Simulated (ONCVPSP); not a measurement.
**holmium (Ho) ONCV: all-electron and pseudo phase curves**

- Element: Ho
- Generator: ONCVPSP 4.0.1
- Type: optimised norm-conserving Vanderbilt (ONCV)
- Functional: PBE
- Relativity: scalar-relativistic
- Frozen core: [Kr] 4d10
- Valence charge: 21
- Reference configuration: 4f11 5s2 5p6 6s2
- Partial waves: 5s+6s: rc 2.30 bohr, ncon 4, nbas 9, qcut 4.9 1/bohr, 2 projectors; 5p: rc 1.50 bohr, ncon 4, nbas 8, qcut 5.5 1/bohr, 2 projectors, debl 0.3 Ha; d scattering state at 0.12 Ha: rc 2.45 bohr, ncon 4, nbas 9, qcut 4.5 1/bohr, 1 projector; 4f: rc 1.00 bohr, ncon 4, nbas 9, qcut 15.3 1/bohr, local
- Local potential: the f channel
- Core correction: none

In the p channel the program set the typed energies aside and used -0.951, 0.250 Ha. In the d channel the program set the typed energies aside and used 0.050 Ha.

The phase is arctan(r·R′/R) of the radial function R(r), unwrapped; energies in Ha, scanned from -3 to 5 Ha. A pole is an energy at which the radial function vanishes at the test radius. The pseudo phase is shifted by a multiple of π to meet the all-electron one at the reference energy, and phase errors are pseudo minus all-electron; the curves can meet again beyond the range given. Levels narrower than the energy grid can be missing from the lists of poles.

**Question.** For each channel, where are the poles, and over which energies does the pseudopotential scatter like the atom?

**Answer.**

```csv
channel,radius (bohr),reference energy (Ha),"poles, all-electron","poles, pseudo",unbroken range about the reference energy with phases within 0.05 rad,phase error 1 Ha above the reference energy (rad)
s,2.33,-0.14,"-1.73, 2.89","-1.73, 2.46, 4.21",below 2.5,-0.006
p,1.52,-0.95,1.71,1.71,the whole range,+0.000
d,2.49,0.05,"0.68, 4.64","0.69, 4.78",below 1.8,+0.004
f,1.02,-0.12,1.55,1.83,-1.0 to 2.2,+0.016
```

Note: ghosts flagged at negative energy: s at -515.6 eV, p at -198.8 eV, d at -93.9 eV; GHOST(+) flagged for s at 82.0 eV. A true bound ghost makes a file unfit for plane-wave use.

Phases in the d channel:

| E (Ha) | all-electron | pseudo |
| --- | --- | --- |
| -2.98 | 1.369 | 1.370 |
| -2.54 | 1.347 | 1.348 |
| -2.10 | 1.317 | 1.317 |
| -1.66 | 1.271 | 1.271 |
| -1.22 | 1.190 | 1.191 |
| -0.78 | 1.006 | 1.007 |
| -0.34 | 0.245 | 0.248 |
| 0.10 | -1.163 | -1.163 |
| 0.54 | -1.513 | -1.512 |
| 0.98 | -1.673 | -1.669 |
| 1.42 | -1.843 | -1.831 |
| 1.86 | -2.262 | -2.196 |
| 2.30 | -3.743 | -3.576 |
| 2.74 | -4.361 | -4.318 |
| 3.18 | -4.530 | -4.510 |
| 3.62 | -4.611 | -4.597 |
| 4.06 | -4.662 | -4.650 |
| 4.50 | -4.701 | -4.690 |
| 4.94 | -4.736 | -4.725 |
